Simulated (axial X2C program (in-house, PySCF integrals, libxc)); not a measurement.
## Worked dissociation energy of NbGe: HF, spin-free

Calculated with an in-house relativistic program for diatomic molecules. Spin-free means the one-electron spin-free X2C Hamiltonian. Basis: Nb dyall-cv3z [11s12p9d5f3g], Ge dyall-cv3z [9s9p7d4f1g] (cores contracted in-house); Gaussian nuclei, density fitting, unrestricted open shells. Masses: Nb 92.906 u, Ge 73.921 u.

Molecular state: M_S = 5/2, Λ = 0 (beyond evenly filled blocks: σα, π+α, π-α, δ+α, δ-α).

| Property | Result |
| --- | --- |
| E(Nb) (2M_S = 5, M_L = 0) | -3817.279970 hartree |
| E(Ge) (2M_S = 2, M_L = 0) | -2097.117072 hartree |
| E(NbGe) at Re | -5914.416646 hartree |
| ωe | 205.8 cm⁻¹ |
| ωexe | 0.586 cm⁻¹ |

Q: Work out De and D0.

A: De = -3817.279970 + (-2097.117072) − (-5914.416646) = 0.01961 hartree = 0.533 eV. The zero-point energy is ωe/2 − ωexe/4 = 103 cm⁻¹ = 0.013 eV, so D0 = 0.521 eV.

One determinant describes the state; a PBE0 search over occupations chose it and may have missed a lower one. De is counted from the lowest determinant-based energies of the atoms at the same level, without counterpoise correction. Other states lie close and PBE0, whose exact exchange favours high spin, may order them wrongly; the determinant shown need not be the ground state. The nearest other spin-free determinant of the search, M_S = 3/2, Λ = 3, lies 0.42 eV up at the distance of the search. The determinant is spin-polarised beyond a pure state at some levels (its spin-free form has ⟨S²⟩ too high), which makes Re and μ there less reliable. Spin-free De lacks the spin–orbit lowering of the heavy p-block atom, a tenth of an eV or more for 4p and 5p, up to an eV for 6p and one to two eV for 7p atoms, less what an open-shell molecule gains itself.

Hartree–Fock lacks correlation and underbinds, often by eV.

Each atomic determinant is the lowest at this level and need not be a pure term. Totals compare only within one Hamiltonian and basis.
